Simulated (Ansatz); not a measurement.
Isolated molecules relaxed with PBE0-D4/def2-TZVP in Ansatz; ΔE leaves out vibrations. CCSD(T)/CBS is the MP2 limit (def2-TZVPP, def2-QZVPP) plus CCSD(T) − MP2 in def2-TZVPP, frozen cores. This one scheme is used for every species. DFT in def2-TZVPP. For Ga outer-core shells are correlated without core-valence functions, which leaves a few kJ/mol of doubt a bond. Scalar relativity is left out up to krypton. Each species was taken in one conformer, which may not be the lowest.

`[SiH3][CH2][AlH][GaH2]` + fluoromethane → `F[CH2][AlH][GaH2]` + `C[SiH3]`  (formal exchange of groups at the Al–C bond)

`[SiH3][CH2][AlH][GaH2]`:

Cartesian coordinates in Å:
```
Si -1.310 -0.353 0.525
C 0.338 -0.720 1.284
Al 1.620 0.430 0.309
Ga 0.501 0.850 -1.896
H -1.833 0.968 0.960
H -2.376 -1.379 0.687
H -1.130 -0.230 -0.983
H 0.335 -0.626 2.373
H 0.614 -1.757 1.042
H 2.994 0.874 0.980
H 0.588 -0.204 -3.070
H -0.342 2.147 -2.211
```

`CF`:

Cartesian coordinates in Å:
```
C -0.012 0.031 0.051
F 0.250 -0.673 -1.102
H -1.065 -0.090 0.312
H 0.210 1.088 -0.117
H 0.617 -0.356 0.856
```

`F[CH2][AlH][GaH2]`:

Z-matrix (Å, degrees):
```
C
Al 1 1.987
F 1 1.405 2 109.9
H 1 1.098 2 112.8 3 -119.9
H 1 1.098 2 112.8 3 119.9
Ga 2 2.514 1 116.4 3 0.0
H 2 1.596 1 116.6 3 -180.0
H 6 1.579 2 122.5 1 89.5
H 6 1.579 2 122.5 1 -89.6
```

`C[SiH3]`:

```xyz
8

C     0.508   -0.141   -0.835
Si   -0.455    0.126    0.747
H     1.418    0.464   -0.841
H    -0.091    0.138   -1.705
H     0.795   -1.189   -0.942
H     0.364   -0.252    1.931
H    -1.692   -0.700    0.755
H    -0.847    1.554    0.890
```

| species | revPBE-D4 energy (Eh) |
| --- | --- |
| `[SiH3][CH2][AlH][GaH2]` | -2499.45950 |
| `CF` | -139.76081 |
| `F[CH2][AlH][GaH2]` | -2308.03927 |
| `C[SiH3]` | -331.16839 |

(1) Work out ΔE.

Largest T1 diagnostic among the species: 0.013.

Answers

(1) ΔE = (-2308.03927) + (-331.16839) − (-2499.45950) − (-139.76081) = 0.01265 Eh = +33.2 kJ/mol. CCSD(T)/CBS gives +35.9 kJ/mol.

At CCSD(T), def2-SVP lies −8.4 kJ/mol from the extrapolated value and def2-TZVPP −0.3 kJ/mol. From BLYP to BHLYP (50 % exact exchange), in def2-TZVPP and without D4, ΔE moves by +7.5 kJ/mol. In def2-TZVPP, CCSD(T) changes the Hartree–Fock value by +27.4 kJ/mol (the triples alone add +4.5 kJ/mol) and MP2 by +32.0 kJ/mol.
